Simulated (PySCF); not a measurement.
1-ethylpyrrole, C6H9N.
Bonds: C1–C2, C2–N3, N3–C4 (aromatic), C4–C5 (aromatic), C5–C6 (aromatic), C6–C7 (aromatic), N3–C7 (aromatic). Hydrogens: H8, H9, H10 on C1; H11, H12 on C2; H13 on C4; H14 on C5; H15 on C6; H16 on C7.

The calculation used PySCF 2.14.0, PBE0-D3(BJ)/def2-SVP geometry optimisation, gas phase.

Question: Give the optimised bond lengths and angles.

Answer: 
```
                bond  length (pm)
               C1–C2        152.0
               C2–N3        144.5
        N3–C4, N3–C7        136.9
        C4–C5, C6–C7        137.9
               C5–C6        142.1
C1–H8, C1–H9, C1–H10        110.0
      C2–H11, C2–H12        110.1
      C4–H13, C7–H16        108.8
      C5–H14, C6–H15        108.8
```

Bonds in one row agree within 1 pm and their mean is given. A selection of angles:
```
     angle  degrees
  C2–C1–H8    110.6
  H8–C1–H9    108.3
  C1–C2–N3    113.3
 C1–C2–H11    110.5
 N3–C2–H11    107.9
H11–C2–H12    106.4
  C2–N3–C4    125.3
  C4–N3–C7    109.1
  N3–C4–C5    108.4
 N3–C4–H13    120.7
 C5–C4–H13    130.9
  C4–C5–C6    107.1
 C4–C5–H14    125.9
 C6–C5–H14    127.1
```

Dihedral angles: C1–C2–N3–C4 -87° (synclinal).

The 4 C–C bonds span 1.379 Å (C6–C7, aromatic) to 1.520 Å (C1–C2, drawn single), a spread of 0.141 Å. N3 (pyrrole-type nitrogen) is planar (angles 125.3°, 125.3° and 109.1°, sum 359.7°, 0.04 Å off the plane of its three neighbours). The 5-membered ring N3–C4–C5–C6–C7 has internal angles of 107.1° to 109.1°; it is planar, 0.00 Å rms from its mean plane, widest ring torsion 1°. The 3 C–N bonds span 1.369 Å (N3–C7, aromatic) to 1.445 Å (C2–N3, drawn single), a spread of 0.076 Å.

Point group: Cs (tolerance 0.08 Å). Whether it is a minimum is left open (no frequencies). The numbers are those of one conformer.
